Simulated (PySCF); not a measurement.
## Adding and removing an electron: InF

PBE0; PySCF, scalar-relativistic core potentials, basis sets In cc-pVTZ-PP with ECP28, F cc-pVTZ. Neutral (UKS): singlet (closed shell), Re = 2.002 Å, ωe = 536 cm⁻¹, De = 5.38 eV, HOMO -7.50 eV, LUMO -1.57 eV.

InF⁺ (UKS): doublet (σ ↑), Re = 1.928 Å, ωe = 564 cm⁻¹, De = 1.10 eV to In⁺ + F. The energies at the minima are -289.98062 hartree for InF and -289.61715 for InF⁺.

Q: Work out the adiabatic ionisation energy, without and with harmonic zero-point energies (1 hartree = 27.2114 eV, 1 eV = 8065.5 cm⁻¹), and the change of the bond length.

A: At PBE0: 0.36347 hartree = 9.891 eV between the minima; the zero-point term (564.0 − 536.0)/2 cm⁻¹ = +0.002 eV makes it 9.892 eV. Re changes by -7.4 pm against the neutral. Minus the HOMO energy is 7.50 eV, -2.39 eV from the value between the minima; self-interaction puts the Kohn–Sham level too high, less so with exact exchange. The electron leaves a σ orbital; in so polar a molecule the change of length follows mostly from the change of the ionic charges.

These are scalar-relativistic numbers at best; spin–orbit coupling would shift them, the dissociation energy most. For an ion De counts to the pair picked by the measured ionisation energies or electron affinities, which need not be the lowest pair at this level. States were picked by a PBE0 search and need not be the measured ground states.
